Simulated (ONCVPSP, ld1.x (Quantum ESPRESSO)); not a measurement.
Pseudopotentials across the periodic table

Generated with ld1.x 7.5 (TM, RRKJ, ultrasoft, PAW), atompaw 4.2 or ONCVPSP 4.0.1. The cutoff is in Ry: for ld1.x and atompaw files where the sum of valence levels is converged to 10 mRy in a Bessel basis, for ONCV files where the hardest occupied wave has 1 mHa per electron of residual kinetic energy. The error is the largest all-electron minus pseudo excitation energy over each file’s own four to seven test configurations (ionisations up to +4, promotions, holes and added fractions of an electron), all of which were solved. The labels leave out finer settings (local radius, basis sizes, second energies), which also bear on the numbers. Spin-polarised tests are not counted. The rows are a selection from randomly drawn settings: files with unsolved tests, undetermined cutoffs or missed reference levels are left out.

A true bound ghost makes a file unfit for plane-wave use even where its test errors are small: the radial tests pick states by their node count and pass the ghost by.

```tsv
element	potential	cutoff (Ry)	largest error (meV)	bound ghosts
N	TM, LDA (PZ), non-relativistic, rc 0.82/1.70 (sp), local s, core correction yes, reference 2s2 2p3	55	+952	none
Mn	ONCV, Wu-Cohen, scalar-relativistic, rc 1.60/1.30/2.00 (spd), local smoothed, core correction yes, reference 3s2 3p6 3d5 4s1.5 4p0.5, qcut 8.4/12.5/8.5, projectors 2/3/2	62	-659	none
Rb	ONCV, PBE, fully relativistic, rc 2.30/1.50/2.00 (spd), local smoothed, core correction yes, reference 4s2 4p6, qcut 5.3/6.5/5.1, projectors 2/3/3	35	-0.5	none
Tc	ONCV, PBE, scalar-relativistic, rc 2.90/1.80/1.40 (spd), local smoothed, core correction yes, reference 4p6 4d5 5s2, qcut 1.9/7.1/7.7, projectors 3/1/2	46	+115	none
Hf	ONCV, PBE, scalar-relativistic, rc 2.05/1.55/2.65/0.70 (spdf), local smoothed, core correction yes, reference 4f14 5s2 5p6 5d3 6s1, qcut 5.8/10.6/5.9/29.2, projectors 2/3/2/2	612	-206	s, p, d
Os	ONCV, PBE, scalar-relativistic, rc 1.55/1.60/2.20 (spd), local smoothed, core correction yes, reference 5s2 5p6 5d6 6s2, qcut 9.1/10.7/6.1, projectors 2/1/1	64	+261	none
Au	ONCV, BLYP, scalar-relativistic, rc 1.65/1.85/1.70 (spd), local smoothed, core correction yes, reference 5s2 5p6 5d9 6s2, qcut 4.9/7.8/9.1, projectors 2/2/1	44	-887	none
```

Problem. Fill in the row for Rb: ONCV, PBE, fully relativistic, rc 2.80/2.75/2.80 (spd), local smoothed, core correction yes, reference 4s2 4p6 5s0.75 5p0.25, qcut 3.7/4.9/3.1, projectors 3/2/1.

Solution. cutoff 14 Ry, largest error -251 meV, bound ghosts: none.
